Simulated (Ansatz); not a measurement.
`[CH3][Ge]([OH])[OH]`• → `C[O][GeH][OH]`•  (isomerisation)

Calculated with Ansatz (gas phase, PBE0-D4/def2-TZVP geometries, no zero-point term in ΔE). CCSD(T)/CBS is the MP2 limit (def2-TZVPP, def2-QZVPP) plus CCSD(T) − MP2 in def2-TZVPP, frozen cores. DFT in def2-TZVPP. Open shells (•) are unrestricted, without spin–orbit coupling. For Ge outer-core shells are correlated without core-valence functions, which leaves a few kJ/mol of doubt a bond. Scalar relativity is left out up to krypton. Each species was taken in one conformer, which may not be the lowest.

```
               species  r2SCAN energy (Eh)
`[CH3][Ge]([OH])[OH]`•         -2268.57457
      `C[O][GeH][OH]`•         -2268.53760
```

**Question.** Work out ΔE.

**Answer.** ΔE = (-2268.53760) − (-2268.57457) = 0.03697 Eh = +23.2 kcal/mol. CCSD(T)/CBS gives +24.8 kcal/mol.

Largest T1 diagnostic among the species: 0.015.

In def2-TZVPP, CCSD(T) changes the Hartree–Fock value by +3.1 kcal/mol (the triples alone add +0.1 kcal/mol) and MP2 by +5.0 kcal/mol. At CCSD(T), def2-SVP lies −6.7 kcal/mol from the extrapolated value and def2-TZVPP −1.1 kcal/mol.
